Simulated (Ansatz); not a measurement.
Gas-phase electronic energies from Ansatz, PBE0-D4/def2-TZVP geometries. CCSD(T)/CBS adds triple-zeta CCSD(T) − MP2 to the extrapolated MP2 energy (def2 sets, frozen cores). This one scheme is used for every species. Functionals use def2-TZVPP. B3LYP here is the variant with VWN-RPA as its local correlation; programs differ in this. HSE06 is defined as in plane-wave codes. Elements past krypton have def2 core potentials. For Sn outer-core shells are correlated without core-valence functions, which leaves a few kJ/mol of doubt a bond. Each species was taken in one conformer, which may not be the lowest.

Reaction (hydrogenolysis of the Al–Sn bond): `O[SiH2][AlH][SnH3]` + H₂ → `O[SiH2][AlH2]` + `[SnH4]`

`O[SiH2][AlH][SnH3]`:

Z-matrix (Å, degrees):
```
Si
Al 1 2.466
O 1 1.660 2 110.1
H 1 1.488 2 113.7 3 -118.0
H 1 1.497 2 109.9 3 122.6
Sn 2 2.667 1 114.1 3 -16.0
H 2 1.590 1 125.2 3 164.8
H 3 0.959 1 117.2 2 38.0
H 6 1.712 2 113.7 1 111.8
H 6 1.721 2 109.9 1 -6.3
H 6 1.711 2 114.5 1 -125.2
```

H₂:

```xyz
2

H    -0.265    0.167   -0.203
H     0.265   -0.167    0.203
```

`O[SiH2][AlH2]`:

Cartesian coordinates in Å:
```
O -0.795 0.205 -1.669
Si 0.321 -0.375 -0.585
Al -0.188 0.521 1.648
H -0.703 -0.074 -2.581
H 0.318 -1.873 -0.582
H 1.709 -0.003 -1.013
H 0.741 0.092 2.867
H -1.403 1.508 1.915
```

`[SnH4]`:

Z-matrix (Å, degrees):
```
Sn
H 1 1.704
H 1 1.704 2 109.5
H 1 1.704 2 109.5 3 -120.0
H 1 1.704 2 109.5 3 120.0
```

```json
{"level": "LDA (SPW92)", "ΔE (kcal/mol)": "8.8", "difference from CCSD(T)/CBS": "0.4"}
{"level": "PBE-D4", "ΔE (kcal/mol)": "9.9", "difference from CCSD(T)/CBS": "1.5"}
{"level": "revPBE-D4", "ΔE (kcal/mol)": "9.6", "difference from CCSD(T)/CBS": "1.2"}
{"level": "BLYP-D4", "ΔE (kcal/mol)": "7.9", "difference from CCSD(T)/CBS": "-0.5"}
{"level": "r2SCAN-D4", "ΔE (kcal/mol)": "8.4", "difference from CCSD(T)/CBS": "0.0"}
{"level": "B97M-V", "ΔE (kcal/mol)": "1.7", "difference from CCSD(T)/CBS": "-6.7"}
{"level": "B3LYP-D4", "ΔE (kcal/mol)": "6.9", "difference from CCSD(T)/CBS": "-1.5"}
{"level": "r2SCANh-D4", "ΔE (kcal/mol)": "8.1", "difference from CCSD(T)/CBS": "-0.3"}
{"level": "r2SCAN0-D4", "ΔE (kcal/mol)": "7.6", "difference from CCSD(T)/CBS": "-0.8"}
{"level": "HSE06-D4", "ΔE (kcal/mol)": "8.5", "difference from CCSD(T)/CBS": "0.1"}
{"level": "BHLYP-D4", "ΔE (kcal/mol)": "5.5", "difference from CCSD(T)/CBS": "-2.9"}
{"level": "ωB97X-V", "ΔE (kcal/mol)": "5.0", "difference from CCSD(T)/CBS": "-3.4"}
{"level": "ωB97M-V", "ΔE (kcal/mol)": "5.6", "difference from CCSD(T)/CBS": "-2.8"}
{"level": "B2PLYP", "ΔE (kcal/mol)": "5.5", "difference from CCSD(T)/CBS": "-2.9"}
{"level": "PBE", "ΔE (kcal/mol)": "8.5", "difference from CCSD(T)/CBS": "0.1"}
{"level": "revPBE", "ΔE (kcal/mol)": "7.8", "difference from CCSD(T)/CBS": "-0.6"}
{"level": "BLYP", "ΔE (kcal/mol)": "5.5", "difference from CCSD(T)/CBS": "-2.9"}
{"level": "r2SCAN", "ΔE (kcal/mol)": "8.0", "difference from CCSD(T)/CBS": "-0.4"}
{"level": "PBE0", "ΔE (kcal/mol)": "7.1", "difference from CCSD(T)/CBS": "-1.3"}
{"level": "B3LYP", "ΔE (kcal/mol)": "4.6", "difference from CCSD(T)/CBS": "-3.8"}
{"level": "r2SCANh", "ΔE (kcal/mol)": "7.6", "difference from CCSD(T)/CBS": "-0.8"}
{"level": "HSE06", "ΔE (kcal/mol)": "7.2", "difference from CCSD(T)/CBS": "-1.2"}
{"level": "BHLYP", "ΔE (kcal/mol)": "2.9", "difference from CCSD(T)/CBS": "-5.5"}
{"level": "CAM-B3LYP", "ΔE (kcal/mol)": "2.9", "difference from CCSD(T)/CBS": "-5.5"}
{"level": "LC-ωPBE", "ΔE (kcal/mol)": "4.3", "difference from CCSD(T)/CBS": "-4.1"}
{"level": "RPA@PBE/def2-TZVPP", "ΔE (kcal/mol)": "4.8", "difference from CCSD(T)/CBS": "-3.6"}
{"level": "HF/def2-SVP", "ΔE (kcal/mol)": "-1.9", "difference from CCSD(T)/CBS": "-10.3"}
{"level": "MP2/def2-SVP", "ΔE (kcal/mol)": "4.1", "difference from CCSD(T)/CBS": "-4.3"}
{"level": "CCSD/def2-SVP", "ΔE (kcal/mol)": "2.8", "difference from CCSD(T)/CBS": "-5.6"}
{"level": "CCSD(T)/def2-SVP", "ΔE (kcal/mol)": "3.7", "difference from CCSD(T)/CBS": "-4.7"}
{"level": "HF/def2-TZVPP", "ΔE (kcal/mol)": "-0.8", "difference from CCSD(T)/CBS": "-9.2"}
{"level": "MP2/def2-TZVPP", "ΔE (kcal/mol)": "7.6", "difference from CCSD(T)/CBS": "-0.8"}
{"level": "SCS-MP2/def2-TZVPP", "ΔE (kcal/mol)": "5.4", "difference from CCSD(T)/CBS": "-3.0"}
{"level": "CCSD/def2-TZVPP", "ΔE (kcal/mol)": "4.8", "difference from CCSD(T)/CBS": "-3.6"}
{"level": "CCSD(T)/def2-TZVPP", "ΔE (kcal/mol)": "6.1", "difference from CCSD(T)/CBS": "-2.3"}
{"level": "HF/def2-QZVPP", "ΔE (kcal/mol)": "-1.0", "difference from CCSD(T)/CBS": "-9.4"}
{"level": "MP2/def2-QZVPP", "ΔE (kcal/mol)": "8.9", "difference from CCSD(T)/CBS": "0.5"}
{"level": "HF/CBS(def2)", "ΔE (kcal/mol)": "-1.0", "difference from CCSD(T)/CBS": "-9.4"}
{"level": "MP2/CBS(def2)", "ΔE (kcal/mol)": "9.9", "difference from CCSD(T)/CBS": "1.5"}
{"level": "CCSD/CBS(def2)", "ΔE (kcal/mol)": "7.1", "difference from CCSD(T)/CBS": "-1.3"}
{"level": "CCSD(T)/CBS", "ΔE (kcal/mol)": "8.4", "difference from CCSD(T)/CBS": "0"}
```

Largest T1 diagnostic among the species: 0.014.

At CCSD(T), def2-SVP lies −4.7 kcal/mol from the extrapolated value and def2-TZVPP −2.3 kcal/mol. From BLYP to BHLYP (50 % exact exchange), in def2-TZVPP and without D4, ΔE moves by −2.5 kcal/mol. The D4 term adds +2.2 kcal/mol with B3LYP and +1.3 kcal/mol with PBE0; it sums over pairs of atoms, weighted by their polarisabilities, and B3LYP, whose exchange is more repulsive, gets the larger term.

CCSD(T)/CBS has its own doubt, a few kJ/mol and more with outer-core shells, so smaller differences from it don't rank the levels.
